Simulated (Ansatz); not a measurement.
InH2Cl, 4 atoms. Hardware: 4 threads of Arm Neoverse V1 on a shared host.

In the def2 sets In takes a core potential; there is no spin–orbit coupling. Correlated methods freeze 9 core orbitals; core or outer-core shells of In are correlated, in sets that lack core-valence functions. In CCSD on the charge 1 doublet the largest single amplitude is 0.26, so its Hartree–Fock determinant may place the open shell otherwise than the density functionals do.

How many basis functions does each of these Ansatz runs have, and roughly what does it cost? CCSD(T)/def2-TZVPP, charge 1 doublet at the geometry of the charge 0 singlet, energy, from earlier orbitals; r2SCAN-D4/def2-TZVP, charge 1 doublet at the geometry of the charge 0 singlet, energy, from earlier orbitals; MP2/def2-TZVP, charge 0 singlet, energy, from earlier orbitals; r2SCAN0-D4/def2-TZVP, charge 0 singlet, energy, from earlier orbitals; PBE-D4/def2-TZVP, charge 1 doublet at the geometry of the charge 0 singlet, energy, from earlier orbitals; HF/STO-3G, charge 0 singlet, energy; PBE-D4/def2-TZVP, charge 0 singlet, energy and forces, from earlier orbitals; PBE-D4/def2-SVP, charge 0 singlet, energy, from earlier orbitals; r2SCAN-D4/def2-TZVP, charge 0 triplet at the geometry of the charge 0 singlet, energy, from earlier orbitals; CCSD(T)/def2-TZVPD, charge 0 singlet, energy, from earlier orbitals; PBE-D4/def2-TZVPD, charge -1 doublet at the geometry of the charge 0 singlet, energy, from earlier orbitals; PBE0-D4/def2-TZVPD, charge -1 doublet at the geometry of the charge 0 singlet, energy.

Other jobs shared the machine, so times can vary by a factor of up to 3. A dash marks memory too small to be measured apart from the calling script's.

```
                                                                                                         run  functions  fitting or Cholesky vectors  wall time  peak host memory (GiB)
                                                                         HF/STO-3G, charge 0 singlet, energy         38                          487     0.15 s                       –
                                            PBE-D4/def2-SVP, charge 0 singlet, energy, from earlier orbitals         54                          627     0.35 s                       –
                                              MP2/def2-TZVP, charge 0 singlet, energy, from earlier orbitals         99                          799      0.5 s                       –
                                PBE-D4/def2-TZVP, charge 0 singlet, energy and forces, from earlier orbitals         99                          732     0.65 s                       –
   PBE-D4/def2-TZVP, charge 1 doublet at the geometry of the charge 0 singlet, energy, from earlier orbitals         99                          732        1 s                       –
 PBE-D4/def2-TZVPD, charge -1 doublet at the geometry of the charge 0 singlet, energy, from earlier orbitals        120                          813      1.3 s                       –
                                       r2SCAN0-D4/def2-TZVP, charge 0 singlet, energy, from earlier orbitals         99                          837      1.4 s                       –
                       PBE0-D4/def2-TZVPD, charge -1 doublet at the geometry of the charge 0 singlet, energy        120                          923      1.8 s                       –
r2SCAN-D4/def2-TZVP, charge 0 triplet at the geometry of the charge 0 singlet, energy, from earlier orbitals         99                          732      2.3 s                       –
r2SCAN-D4/def2-TZVP, charge 1 doublet at the geometry of the charge 0 singlet, energy, from earlier orbitals         99                          732      2.4 s                       –
                                         CCSD(T)/def2-TZVPD, charge 0 singlet, energy, from earlier orbitals        120                          933      4.4 s                    0.57
 CCSD(T)/def2-TZVPP, charge 1 doublet at the geometry of the charge 0 singlet, energy, from earlier orbitals        120                          884       17 s                     1.2
```
